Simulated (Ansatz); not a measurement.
Isolated molecules relaxed with PBE0-D4/def2-TZVP in Ansatz; ΔE leaves out vibrations. CCSD(T)/CBS is the MP2 limit (def2-TZVPP, def2-QZVPP) plus CCSD(T) − MP2 in def2-TZVPP, frozen cores. This one scheme is used for every species. DFT in def2-TZVPP. B3LYP here is the variant with VWN-RPA as its local correlation; programs differ in this. Elements past krypton have def2 core potentials. For Se, Zr outer-core shells are correlated without core-valence functions, which leaves a few kJ/mol of doubt a bond. Scalar relativity is left out up to krypton. One conformer a species, not always the lowest.

Consider the ligand exchange at a Zr–C bond: `C#[C][Zr]([OH])([F])[Cl]` + H₂Se → `[OH][Zr]([F])([Cl])[SeH]` + `C#C`.

`C#[C][Zr]([OH])([F])[Cl]`:

Cartesian coordinates in Å:
```
C 0.532 2.357 0.737
C 0.356 1.245 0.281
Zr 0.070 -0.738 -0.578
O -0.896 -1.769 0.674
F 1.766 -1.522 -0.889
Cl -1.121 -0.546 -2.593
H 0.687 3.335 1.136
H -1.394 -2.361 1.232
```

H₂Se:

Z-matrix (Å, degrees):
```
Se
H 1 1.467
H 1 1.467 2 91.2
```

`[OH][Zr]([F])([Cl])[SeH]`:

Z-matrix (Å, degrees):
```
Zr
F 1 1.895
Cl 1 2.349 2 108.3
O 1 1.885 2 112.2 3 123.3
Se 1 2.577 2 109.4 3 -120.6
H 4 0.954 1 171.7 2 -60.9
H 5 1.474 1 88.3 2 51.0
```

`C#C`:

Cartesian coordinates in Å:
```
C -0.434 -0.017 -0.412
C 0.434 0.017 0.412
H -1.206 -0.047 -1.144
H 1.206 0.047 1.144
```

(1) Is it downhill or uphill in electronic energy at CCSD(T)/CBS, and by how much? (Estimate.)

(2) What do these levels give: PBE-D4, B3LYP-D4, ωB97X-V, PBE, r2SCAN, HF/def2-TZVPP? (Estimate.)

Largest T1 diagnostic among the species: 0.017.

Results:

(1) Computed: Downhill: ΔE = -75.6 kJ/mol.

(2) The calculation gave: PBE-D4 -72.9, B3LYP-D4 -71.5, ωB97X-V -70.1, PBE -71.8, r2SCAN -73.5, HF/def2-TZVPP -67.1 kJ/mol.
